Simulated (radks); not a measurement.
The oxygen anion O2-, [Ne], held by a Watson sphere: a shell of charge +2 at radius R that stands for the Madelung well of a crystal (potential energy -2/R inside, -2/r outside, in hartree with lengths in bohr). All-electron calculation, scalar-relativistic Kohn-Sham, LDA (Slater exchange, VWN5 correlation), spin-polarised, spherical densities, point nucleus. Program: a radial shooting solver on a logarithmic mesh with Libxc functionals. Response by self-consistent Sternheimer equations with the Hartree and adiabatic LDA kernel, the relativistic mass of each level held fixed and spin-orbit coupling left out. The sphere does not respond.

[
 {"R (bohr)": "1.83", "e(1s) (eV)": "-504.63", "e(2s) (eV)": "-22.715", "e(2p) (eV)": "-8.512", "<r> 2p (bohr)": "1.449", "sum of <r^2> (bohr^2)": "20.53", "X-ray form factor at sin(theta)/lambda = 0.2 1/angstrom": "6.187", "alpha (bohr^3)": "12.36"},
 {"R (bohr)": "1.84", "e(1s) (eV)": "-504.64", "e(2s) (eV)": "-22.666", "e(2p) (eV)": "-8.474", "<r> 2p (bohr)": "1.452", "sum of <r^2> (bohr^2)": "20.60", "X-ray form factor at sin(theta)/lambda = 0.2 1/angstrom": "6.181", "alpha (bohr^3)": "12.48"},
 {"R (bohr)": "2.84", "e(1s) (eV)": "-504.00", "e(2s) (eV)": "-19.042", "e(2p) (eV)": "-5.385", "<r> 2p (bohr)": "1.671", "sum of <r^2> (bohr^2)": "27.63", "X-ray form factor at sin(theta)/lambda = 0.2 1/angstrom": "5.801", "alpha (bohr^3)": "32.78"},
 {"R (bohr)": "3.28", "e(1s) (eV)": "-503.54", "e(2s) (eV)": "-18.076", "e(2p) (eV)": "-4.452", "<r> 2p (bohr)": "1.754", "sum of <r^2> (bohr^2)": "30.85", "X-ray form factor at sin(theta)/lambda = 0.2 1/angstrom": "5.731", "alpha (bohr^3)": "48.86"},
 {"R (bohr)": "3.53", "e(1s) (eV)": "-503.30", "e(2s) (eV)": "-17.639", "e(2p) (eV)": "-4.012", "<r> 2p (bohr)": "1.798", "sum of <r^2> (bohr^2)": "32.76", "X-ray form factor at sin(theta)/lambda = 0.2 1/angstrom": "5.706", "alpha (bohr^3)": "60.93"}
]
